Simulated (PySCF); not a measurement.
The 8-electron isoelectronic series, non-relativistic

Calculated with PySCF 2.14 from differences of total energies of unrestricted determinants, without spin-orbit coupling. Each ion has its own even-tempered basis scaled to its charge (17s10p6d5f4g for the first); frozen: nothing. Ionisation energies in eV.

| ion | configuration | UHF | LDA | PBE | PBE0 | r2SCAN | MP2 (all electrons) | NIST (with spin-orbit, Breit and QED) |
| --- | --- | --- | --- | --- | --- | --- | --- | --- |
| Sm⁵⁴⁺ | [He] 2s2 2p4 (3P) | 10942.2 | 10936.3 | 10944.9 | 10944.7 | 10946.6 | 10943.8 | 11060 ± 5 (t) |
| Gd⁵⁶⁺ | [He] 2s2 2p4 (3P) | 11728.1 | 11721.9 | 11730.8 | 11730.6 | 11732.7 | 11729.7 | 11861 ± 5 (t) |
| Dy⁵⁸⁺ | [He] 2s2 2p4 (3P) | 12541.3 | 12534.7 | 12544.0 | 12543.8 | 12545.9 | 12542.9 | 12690 ± 6 (t) |
| Er⁶⁰⁺ | [He] 2s2 2p4 (3P) | 13381.6 | 13374.7 | 13384.4 | 13384.2 | 13386.4 | 13383.2 | 13548 ± 10 (t) |
| Yb⁶²⁺ | [He] 2s2 2p4 (3P) | 14249.2 | 14241.9 | 14251.9 | 14251.7 | 14254.0 | 14250.8 | 14435 ± 15 (t) |
| Hf⁶⁴⁺ | [He] 2s2 2p4 (3P) | 15144.0 | 15136.4 | 15146.7 | 15146.5 | 15148.9 | 15145.6 | 15351 ± 24 (t) |
| W⁶⁶⁺ | [He] 2s2 2p4 (3P) | 16066.0 | 16058.0 | 16068.8 | 16068.6 | 16071.0 | 16067.6 | 16252 ± 11 (s) |
| Os⁶⁸⁺ | [He] 2s2 2p4 (3P) | 17015.2 | 17006.9 | 17018.0 | 17017.8 | 17020.3 | 17016.8 | 17270 ± 50 (t) |
| Pt⁷⁰⁺ | [He] 2s2 2p4 (3P) | 17991.6 | 17982.9 | 17994.4 | 17994.2 | 17996.8 | 17993.2 | 18280 ± 60 (t) |
| Hg⁷²⁺ | [He] 2s2 2p4 (3P) | 18995.3 | 18986.2 | 18998.1 | 18997.9 | 19000.6 | 18996.9 | 19310 ± 70 (t) |

Each ion has its own basis, which adds noise of up to about 0.1 % along the series.

NIST values marked (s) are semi-empirical, (t) theoretical. Open shells are high-spin determinants of the terms that Hund's rules give; for the heavier ions, far from LS coupling, these are not the ground levels.

All relativistic terms are absent from the calculated values; where these lie close to NIST, scalar and spin-orbit shifts of opposite sign can cancel.
